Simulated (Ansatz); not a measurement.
```xyz
14

C     1.4000    0.0000    0.0000
C     0.7000    1.2124    0.0000
C    -0.7000    1.2124    0.0000
C    -1.4000    0.0000    0.0000
C    -0.7000   -1.2124    0.0000
C     0.7000   -1.2124    0.0000
C     2.8100    0.0000    0.0000
H     3.3600    0.9300    0.0000
H     3.3600   -0.9300    0.0000
O     1.3250    2.2950    0.0000
H    -1.2425    2.1521    0.0000
H    -2.4850    0.0000    0.0000
H    -1.2425   -2.1521    0.0000
H     1.2425   -2.1521    0.0000
```

Basis set: def2-TZVP. Charge 0. Computed with Ansatz (development build ahead of 0.2.0); the lowest solution found for each multiplicity.

Problem. How do the multiplicities compare at this shape? Give, from the lowest of each method, PBE0 (unrestricted) for 1, 3; PBE0 (restricted) for 1, 3; HF (unrestricted) for 1, 3; HF (restricted) for 1, 3.

Solution.

```tsv
method	multiplicity	E (eV)	<S²>
PBE0, unrestricted	1	0.000	0.27
PBE0, unrestricted	3	0.927	2.02
PBE0, restricted	1	0.000	0.00
PBE0, restricted	3	1.044	2.00
HF, unrestricted	1	0.000	1.45
HF, unrestricted	3	1.213	2.34
HF, restricted	1	0.000	0.00
HF, restricted	3	0.626	2.00
```

Caution for PBE0, unrestricted, HF, unrestricted: the unrestricted determinant is spin contaminated. Caution for HF, unrestricted: the unrestricted determinant is a mixture of spin states. Caution for HF, restricted: an unrestricted determinant lies well below.
